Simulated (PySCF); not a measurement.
PySCF input file for ITl, SMILES [Tl][I] (connectivity only; charge and spin as stated), charge +1, multiplicity 2, PBE-D3(BJ)/def2-TZVP. Geometry optimised at PBE-D3(BJ)/def2-TZVP. The multiplicity is an assumed one; other spin states were not compared. The def2 effective core potentials stand for the cores of I, Tl; spin–orbit coupling is left out.

```python
import numpy as np
from pyscf import gto, scf, dft, df
from pyscf.hessian import thermo

mol = gto.M(
    atom='''
    Tl    0.00000000    0.00000000   -1.33011240
    I     0.00000000    0.00000000    2.03281329
    ''',
    basis='def2-TZVP',
    ecp={'I': 'def2-tzvp', 'Tl': 'def2-tzvp'},
    charge=1,
    spin=1,
    max_memory=1600,
    verbose=3,
)
mf = dft.UKS(mol, xc='pbe').density_fit(auxbasis='def2-universal-jkfit')
mf.disp = 'd3bj'
mf.grids.level = 3
mf.conv_tol = 1e-11
mf.max_cycle = 100
mf.kernel()
fine, coarse = mf.grids, dft.Grids(mol).set(level=1).build(with_non0tab=True)
for _ in range(3):  # follow internal instabilities
    mf.grids = coarse
    mo, _, stable, _ = mf.stability(return_status=True, nroots=4)
    mf.grids = fine
    if stable:
        break
    mf.kernel(mf.make_rdm1(mo, mf.mo_occ))

# [left out here: the lines that compute and print the analytic Hessian (its translational invariance restored by hand, since the grid's response is missing), thermochemistry and intensities]
```

Output:

```

WARN: HOMO -1.09380160035837 >= LUMO -1.09380160035837


WARN: HOMO -0.388915627007254 >= LUMO -0.388915627007247


WARN: HOMO -0.416189627604599 >= LUMO -0.416135065416271

converged SCF energy = -470.021586005236  <S^2> = 0.75282901  2S+1 = 2.002827
<class 'pyscf.df.df_jk.DFUKS'> wavefunction is stable in the internal stability analysis

WARN: DFTD3 does not support analytical Hessian, using finite difference


WARN: Mole.unit (angstrom) is changed to Bohr

Mode                                 0
Irrep
Freq [cm^-1]                       71.0983
Reduced mass [au]                 148.4631
Force const [Dyne/A]                0.4422
Char temp [K]                     102.2946
Normal mode                   x     y     z
       0  Tl                 0.00  0.00 -0.04
       1   I                 0.00  0.00  0.07
temperature 298.1500 [K]
pressure 101325.00 [Pa]
Rotational constants [GHz] inf 0.57078 0.57078
Symmetry number 1
Zero-point energy (ZPE) 0.00016 [Eh]   425.262 [J/mol]
                           tot       elec      trans        rot        vib
Entropy [J/mol/K]       289.729      5.763    181.119     85.598     17.249
Cv [J/mol/K]             29.020      0.000     12.472      8.314      8.233
Cp [J/mol/K]             37.334      0.000     20.786      8.314      8.233
Internal energy [J/mol]                      3718.434   2478.956   2503.226
Internal energy [Eh]   -470.01827  -470.02159
Enthalpy [J/mol]                             6197.391   2478.956   2503.226
Enthalpy [Eh]          -470.01733
Gibbs free energy [J/mol]                  -47803.167 -23042.048  -2639.691
Gibbs free energy [Eh] -470.05023
mode   freq/cm-1   IR/(km/mol)
   1       71.10         7.502
max |gradient| / (hartree/bohr): 8.322846627329325e-05
APT charges: [0.9664 0.0335]
```

The calculation finished and met its thresholds.

Cost: very roughly 70 core-seconds.
